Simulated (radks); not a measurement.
Effect of the nuclear size on neutral nickel, [Ar] 3d8 4s2. Method: Dirac Kohn-Sham, relativistic LDA (MacDonald-Vosko exchange, VWN5 correlation), spin-unpolarised, spherical densities, finite nucleus; open shells fill j = l - 1/2 first; Fermi nuclear charge, rms radius 3.7757 fm; computed with a radial shooting solver on a logarithmic mesh with Libxc functionals. The rms radius is varied about that value; shifts are against it.

\begin{tabular}{lrrrrr}
rms radius (fm) & total energy shift (eV) & density at nucleus (e/bohr^3) & 1s1/2 shift (meV) & 2s1/2 shift (meV) & 3s1/2 shift (meV) \\ \hline
3.1791 & -0.0456 & 1.959e+04 & -19.3 & -1.79 & -0.257 \\
3.4208 & -0.0280 & 1.952e+04 & -11.9 & -1.10 & -0.158 \\
3.7757 & 0 & 1.942e+04 & 0.000 & 0.000 & 0.000 \\
4.1117 & 0.0290 & 1.934e+04 & 12.3 & 1.14 & 0.163 \\
4.629 & 0.0782 & 1.923e+04 & 33.1 & 3.07 & 0.440 \\
\end{tabular}

Slopes of the eigenvalues against <r^2> in GHz/fm^2, as finite differences over the two radii next to the reference (eigenvalue slopes, not the field-shift constants of lines): 1s1/2 1120, 2s1/2 104, 3s1/2 14.9.
